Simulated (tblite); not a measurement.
Record of a relaxation.

C7H13OP.
Atom-mapped SMILES: `[CH2:1]=[CH:2][P:3](/[CH:4]=[CH:5]/[CH3:6])[CH2:7][O:8][CH3:9]` (hydrogens: H10, H11 on C1; H12 on C2; H13 on C4; H14 on C5; H15, H16, H17 on C6; H18, H19 on C7; H20, H21, H22 on C9)

Computed with GFN2-xTB (tblite), gas phase: L-BFGS steps from a force-field or distance-geometry start until the largest atomic force falls under 0.01 eV/Å. 6 of its 243 geometries are shown.

Step 0: E = -764.2428 eV, largest atomic force 2.003 eV/Å
```
atom  x, y, z in Å  |  force x, y, z in eV/Å
C1     -1.098   -3.257    0.257   -0.002   0.659  -0.071
C2     -1.206   -1.951   -0.025    0.441  -0.499  -0.726
P3      0.136   -0.753    0.368   -1.064   0.585   1.465
C4     -0.451    0.913   -0.239    0.479  -1.932  -0.227
C5     -1.545    1.387    0.330    0.027   0.419  -0.566
C6     -2.039    2.720   -0.138   -0.186   1.138   0.937
C7      1.685   -1.118   -0.606    0.262  -0.483  -0.455
O8      2.355    0.076   -0.883   -0.237  -0.131  -0.486
C9      2.665    0.671    0.332    0.678   0.003   0.853
H10    -0.179   -3.587    0.738   -0.438  -0.277  -0.236
H11    -1.907   -3.968    0.026    0.670   0.447   0.320
H12    -2.110   -1.569   -0.488    0.059   0.180   0.077
H13     0.111    1.441   -1.003   -0.044  -0.115   0.158
H14    -2.055    0.806    1.093   -0.055   0.313  -0.178
H15    -2.303    2.728   -1.211   -0.002  -0.095   0.648
H16    -2.905    3.038    0.497    0.624  -0.129  -0.795
H17    -1.218    3.491    0.004   -0.919  -0.785  -0.179
H18     2.341   -1.737    0.076   -0.515   0.064  -0.565
H19     1.471   -1.660   -1.540    0.202   0.173   0.131
H20     3.199    1.637    0.192   -0.534  -0.679  -0.035
H21     3.316   -0.046    0.895   -0.074   0.605  -0.060
H22     1.725    0.758    0.919    0.628   0.539  -0.010
```

Step 48: E = -765.0138 eV, largest atomic force 0.053 eV/Å
```
atom  x, y, z in Å  |  force x, y, z in eV/Å
C1     -0.992   -3.249    0.164   -0.001  -0.007   0.009
C2     -1.098   -1.943   -0.019    0.016  -0.003  -0.010
P3      0.059   -0.743    0.731    0.039   0.029   0.021
C4     -0.563    0.772   -0.051   -0.003  -0.021  -0.035
C5     -1.620    1.439    0.394   -0.006  -0.012  -0.004
C6     -2.102    2.714   -0.221   -0.014   0.030  -0.002
C7      1.471   -1.029   -0.504    0.016  -0.023  -0.002
O8      2.223    0.120   -0.763   -0.014  -0.006   0.030
C9      2.881    0.626    0.370    0.017   0.003   0.025
H10    -0.206   -3.675    0.765    0.027  -0.008   0.019
H11    -1.683   -3.946   -0.281   -0.023  -0.025  -0.011
H12    -1.907   -1.526   -0.606   -0.016   0.029   0.010
H13     0.030    1.152   -0.875   -0.002   0.031  -0.020
H14    -2.178    1.057    1.238   -0.019  -0.001   0.027
H15    -2.335    2.567   -1.275   -0.004   0.008  -0.023
H16    -2.991    3.085    0.281   -0.025   0.001   0.018
H17    -1.325    3.475   -0.159   -0.007   0.023  -0.012
H18     2.104   -1.838   -0.105    0.002  -0.013  -0.022
H19     1.052   -1.346   -1.464    0.017   0.012  -0.009
H20     3.457    1.490    0.040   -0.007  -0.014  -0.011
H21     3.555   -0.122    0.804   -0.008  -0.001  -0.001
H22     2.159    0.940    1.136    0.014  -0.033   0.003
```

Step 97: E = -765.0575 eV, largest atomic force 0.150 eV/Å
```
atom  x, y, z in Å  |  force x, y, z in eV/Å
C1     -0.807   -3.135    0.256    0.033   0.035  -0.032
C2     -1.066   -1.844    0.123    0.012   0.050   0.011
P3      0.069   -0.515    0.665    0.009  -0.009  -0.070
C4     -0.716    0.876   -0.210    0.013  -0.076   0.021
C5     -1.724    1.562    0.312    0.075   0.005   0.003
C6     -2.392    2.720   -0.353    0.040  -0.002   0.020
C7      1.431   -0.819   -0.609    0.014   0.030   0.086
O8      2.370    0.220   -0.602   -0.028   0.017  -0.146
C9      3.175    0.229    0.546   -0.024   0.078   0.041
H10     0.134   -3.483    0.645    0.052  -0.028   0.035
H11    -1.511   -3.902   -0.028   -0.024   0.044  -0.014
H12    -2.025   -1.496   -0.239   -0.035  -0.037  -0.011
H13    -0.288    1.145   -1.169   -0.014   0.022  -0.032
H14    -2.094    1.295    1.292   -0.021  -0.009   0.057
H15    -2.394    2.596   -1.434   -0.039   0.022   0.011
H16    -3.410    2.830    0.012    0.002   0.028  -0.094
H17    -1.846    3.639   -0.128   -0.050  -0.010   0.034
H18     1.916   -1.780   -0.391   -0.029  -0.093  -0.001
H19     1.002   -0.852   -1.616   -0.004   0.007   0.036
H20     3.848    1.080    0.457    0.005   0.002  -0.041
H21     3.759   -0.696    0.624   -0.015  -0.011   0.043
H22     2.559    0.350    1.446    0.029  -0.066   0.042
```

Step 145: E = -765.0979 eV, largest atomic force 0.037 eV/Å
```
atom  x, y, z in Å  |  force x, y, z in eV/Å
C1     -0.778   -3.162    0.207    0.002  -0.008  -0.016
C2     -1.079   -1.874    0.147   -0.003   0.001   0.008
P3      0.045   -0.540    0.686    0.022   0.004  -0.030
C4     -0.725    0.839   -0.219    0.010  -0.006   0.008
C5     -1.641    1.616    0.343    0.000  -0.006  -0.001
C6     -2.314    2.766   -0.326   -0.006  -0.008  -0.005
C7      1.408   -0.906   -0.568   -0.010   0.004   0.004
O8      2.333    0.137   -0.669    0.007  -0.003   0.001
C9      3.105    0.304    0.491    0.006   0.007   0.020
H10     0.185   -3.509    0.541    0.003   0.004   0.008
H11    -1.482   -3.925   -0.084   -0.013  -0.007  -0.003
H12    -2.065   -1.548   -0.161   -0.014   0.002   0.007
H13    -0.368    1.027   -1.226    0.000   0.004   0.007
H14    -1.955    1.419    1.361    0.001   0.003   0.013
H15    -1.945    2.903   -1.339    0.007  -0.001  -0.003
H16    -3.391    2.602   -0.360   -0.013  -0.005  -0.008
H17    -2.142    3.680    0.242    0.013   0.008   0.001
H18     1.900   -1.850   -0.280   -0.001   0.013  -0.003
H19     0.966   -1.027   -1.562   -0.008  -0.001   0.007
H20     3.803    1.116    0.293   -0.004  -0.011  -0.011
H21     3.658   -0.613    0.731    0.022   0.009  -0.004
H22     2.473    0.565    1.350   -0.020  -0.003   0.002
```

Step 194: E = -765.1023 eV, largest atomic force 0.057 eV/Å
```
atom  x, y, z in Å  |  force x, y, z in eV/Å
C1     -0.840   -3.174    0.096   -0.009   0.050   0.006
C2     -1.133   -1.890    0.237    0.004  -0.018  -0.054
P3      0.051   -0.603    0.759   -0.024   0.008  -0.002
C4     -0.667    0.805   -0.145   -0.006   0.004   0.003
C5     -1.608    1.588    0.370   -0.011  -0.022  -0.007
C6     -2.213    2.750   -0.343    0.008  -0.029   0.017
C7      1.407   -0.981   -0.499    0.015  -0.005  -0.002
O8      2.250    0.118   -0.694   -0.011  -0.004   0.012
C9      3.035    0.416    0.432   -0.011  -0.008  -0.032
H10     0.159   -3.552    0.243   -0.019   0.000  -0.011
H11    -1.588   -3.901   -0.178    0.014   0.012   0.015
H12    -2.151   -1.537    0.111    0.029  -0.008   0.029
H13    -0.242    1.015   -1.121   -0.001  -0.002   0.019
H14    -2.003    1.384    1.359    0.029   0.005  -0.040
H15    -1.719    2.922   -1.296   -0.010  -0.007  -0.009
H16    -3.273    2.562   -0.523    0.007   0.036   0.006
H17    -2.134    3.653    0.264   -0.012  -0.030   0.005
H18     1.976   -1.861   -0.162   -0.004  -0.012   0.020
H19     0.953   -1.205   -1.470   -0.013   0.015   0.001
H20     3.609    1.307    0.184    0.023   0.003   0.007
H21     3.715   -0.412    0.667    0.005   0.009   0.010
H22     2.404    0.615    1.307   -0.001   0.003   0.006
```

Step 242: E = -765.1119 eV, largest atomic force 0.008 eV/Å
```
atom  x, y, z in Å  |  force x, y, z in eV/Å
C1     -0.887   -3.071   -0.029    0.001  -0.005  -0.003
C2     -1.135   -1.831    0.360   -0.003   0.006  -0.001
P3      0.096   -0.568    0.815    0.002  -0.001   0.003
C4     -0.625    0.820   -0.117    0.000   0.003   0.000
C5     -1.647    1.533    0.336   -0.002   0.002   0.001
C6     -2.260    2.685   -0.387   -0.002   0.001  -0.002
C7      1.432   -1.003   -0.441    0.007   0.000  -0.003
O8      2.292    0.075   -0.682   -0.001   0.004  -0.005
C9      3.089    0.407    0.425   -0.004  -0.002  -0.007
H10     0.114   -3.445   -0.169   -0.003   0.001   0.002
H11    -1.685   -3.769   -0.228    0.003  -0.004   0.002
H12    -2.155   -1.498    0.516   -0.002   0.005   0.002
H13    -0.132    1.073   -1.049    0.004  -0.001  -0.001
H14    -2.099    1.284    1.289   -0.004  -0.004   0.000
H15    -1.758    2.861   -1.336    0.002   0.002   0.002
H16    -3.316    2.494   -0.575    0.000  -0.001  -0.001
H17    -2.192    3.586    0.222    0.000  -0.002   0.001
H18     1.993   -1.878   -0.077   -0.002   0.000   0.000
H19     0.964   -1.248   -1.400    0.003   0.000   0.002
H20     3.700    1.257    0.128    0.002   0.002  -0.004
H21     3.735   -0.431    0.712    0.001  -0.003   0.004
H22     2.467    0.683    1.286   -0.001  -0.002   0.007
```

Q: Summarise the path.

A: The energy falls by 20.04 kcal/mol from step 0 to step 242; nine tenths of that is first reached at step 61. It falls at every step. The largest force goes from 2.003 to 0.008 eV/Å. Among the bonds P3–C4 changes most, from 1.868 to 1.821 Å; the atoms move by 0.630 Å rms after alignment.
